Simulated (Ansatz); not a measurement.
A nudged elastic band was laid between two geometries of Cl2Zn + H2 (5 atoms, charge 0, multiplicity 1).

Method: Ansatz, RKS PBE0-D4/def2-SVP.

```yaml
movable_images: 9
climbing_image: yes
spring: 0.5 eV/Å²
optimiser: quadratic models (default)
start_path: through a guess of the saddle point
force_threshold: 0.03 eV/Å
iteration_limit: 52
end_points: relaxed
```

Initial state:

```xyz
5
Properties=species:S:1:pos:R:3
Zn 0.265 0.000 0.293
Cl 0.813 0.000 2.326
Cl -0.092 0.000 -1.781
H -2.224 0.000 0.461
H -2.048 0.000 1.205
```

Final state:

```xyz
5
Properties=species:S:1:pos:R:3
Zn -0.981 0.000 -0.552
Cl 0.190 0.000 2.034
Cl 0.878 0.000 -1.579
H -2.439 0.000 -0.068
H -0.933 0.000 2.667
```

Task: Which bonds break or form, and what moves?

Result: Bonds broken: Zn1–Cl2, H4–H5. Bonds formed: Zn1–H4, Cl2–H5. Cl2Zn + H2 becomes ClH + ClHZn.

Task: What energy profile does the band end with?

Result: The forces met the threshold. The highest image is number 5 of 0 to 10, 30.1 kcal/mol above the first end and 9.7 kcal/mol above the last; the last end lies 20.5 kcal/mol above the first. Another band between the same ends (9 images) ends at a top of the same energy, where a vibrational analysis finds 1 clearly imaginary mode. The orbitals stay closed-shell, which can raise the energy where a bond breaks towards radicals; this wasn't checked here.

| image | path coordinate (Å) | energy (kcal/mol) | Zn1–Cl2 (Å) | H4–H5 (Å) | Zn1–H4 (Å) |
| --- | --- | --- | --- | --- | --- |
| 0 | 0.00 | 0.0 | 2.11 | 0.76 | 2.49 |
| 1 | 0.36 | 0.4 | 2.11 | 0.76 | 2.56 |
| 2 | 0.72 | 2.6 | 2.12 | 0.77 | 2.38 |
| 3 | 1.07 | 8.9 | 2.17 | 0.79 | 2.10 |
| 4 | 1.43 | 21.2 | 2.28 | 0.87 | 1.85 |
| 5 | 1.79 | 30.1 | 2.45 | 1.13 | 1.67 |
| 6 | 2.14 | 25.6 | 2.68 | 1.49 | 1.58 |
| 7 | 2.49 | 22.5 | 2.88 | 1.87 | 1.55 |
| 8 | 2.84 | 21.4 | 2.88 | 2.27 | 1.54 |
| 9 | 3.19 | 20.7 | 2.83 | 2.69 | 1.54 |
| 10 | 3.54 | 20.5 | 2.84 | 3.12 | 1.54 |

Task: What is the geometry of the highest image?

Result: 
```xyz
5
Properties=species:S:1:pos:R:3
Zn -0.621 0.000 -0.124
Cl 0.197 0.000 2.181
Cl 0.381 0.000 -1.980
H -2.012 0.000 0.808
H -1.229 0.000 1.619
```

Time of the run: 5.6 min on 1 thread of Arm Neoverse V1, on a shared host, peak memory 0.18 GiB.
